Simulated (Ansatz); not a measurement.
```yaml
crystal:
  periodic: [false, false, false]
  atoms:
    - {symbol: Al, position_ang: [-1.676610, 1.074265, 0.372463]}
    - {symbol: Al, position_ang: [-0.020042, 0.652117, -1.846056]}
    - {symbol: Al, position_ang: [-0.018177, -0.628010, 1.854436]}
    - {symbol: Al, position_ang: [-1.117372, -1.529434, -0.496605]}
    - {symbol: Al, position_ang: [1.810459, -1.159901, -0.403109]}
    - {symbol: Al, position_ang: [-2.526169, 0.124420, -1.852558]}
    - {symbol: Al, position_ang: [1.079313, 1.553570, 0.504933]}
    - {symbol: Al, position_ang: [-0.481169, 1.801614, 2.521247]}
    - {symbol: Si, position_ang: [2.426329, 0.947381, -1.497544]}
    - {symbol: Si, position_ang: [0.523427, -2.836001, 0.842813]}
basis:
  gaussian: {orbitals: def2-TZVPD, initial_orbitals: start.molden}
total_charge: -1
magnetization: {spin_polarized: true, initial_magnetization: 1}
hamiltonian: {xc: pbe0, dispersion: d4}
scf: {omitted_lower_state_checks: [starts]}
output: {orbitals: {seedname: orbitals}}
```

The file start.molden holds the orbitals of an earlier run on this structure, at another level or in another basis.

```sh
$ ansatz run in.yaml --threads 4 --pin off --events-out ev --progress --plain --max-ram 6963MiB
```

Problem. Does this run fit into the memory that it is given?

Solution. No. It has 430 basis functions, and Ansatz plans for 7.16 GiB where 6.79 GiB are given.
